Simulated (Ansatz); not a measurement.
Program: Ansatz. Geometries: PBE0-D4/def2-TZVP. ΔE: electronic, gas phase. CCSD(T)/CBS adds triple-zeta CCSD(T) − MP2 to the extrapolated MP2 energy (def2 sets, frozen cores). This one scheme is used for every species. DFT in def2-TZVPP. B3LYP here is the variant with VWN-RPA as its local correlation; programs differ in this. One conformer a species, not always the lowest.

Consider the redistribution: `C[SiH2]O` + `C[NH][Al]([F])[F]` → `CN[SiH](C)O` + `[F][AlH][F]`.

Q: Is it downhill or uphill in electronic energy at CCSD(T)/CBS, and by how much? (Estimate.)

A: Computed: Uphill: ΔE = +15.4 kJ/mol.

Q: What do these levels give: PBE-D4, revPBE-D4, PBE0-D4, r2SCANh-D4, CAM-B3LYP-D4, ωB97M-V, PBE0, B3LYP, r2SCANh, r2SCAN0, MP2/def2-TZVPP, CCSD/CBS(def2)? (Best estimate.)

A: The calculation gave: PBE-D4 13.7, revPBE-D4 11.4, PBE0-D4 13.9, r2SCANh-D4 16.9, CAM-B3LYP-D4 14.0, ωB97M-V 11.7, PBE0 17.1, B3LYP 20.5, r2SCANh 18.2, r2SCAN0 17.7, MP2/def2-TZVPP 16.4, CCSD/CBS(def2) 16.5 kJ/mol.

Largest T1 diagnostic among the species: 0.013.

Leaving LDA and LC-ωPBE aside and taking each functional with its dispersion term where it has one, the values, not all of them listed here, spread over 12.8 kJ/mol, from B97M-V to B2PLYP. LDA lies −8.3 kJ/mol from PBE without D4. At CCSD(T), def2-SVP lies +8.3 kJ/mol from the extrapolated value and def2-TZVPP +1.5 kJ/mol. The D4 term adds −5.4 kJ/mol with B3LYP and −3.2 kJ/mol with PBE0; it sums over pairs of atoms, weighted by their polarisabilities, and B3LYP, whose exchange is more repulsive, gets the larger term.
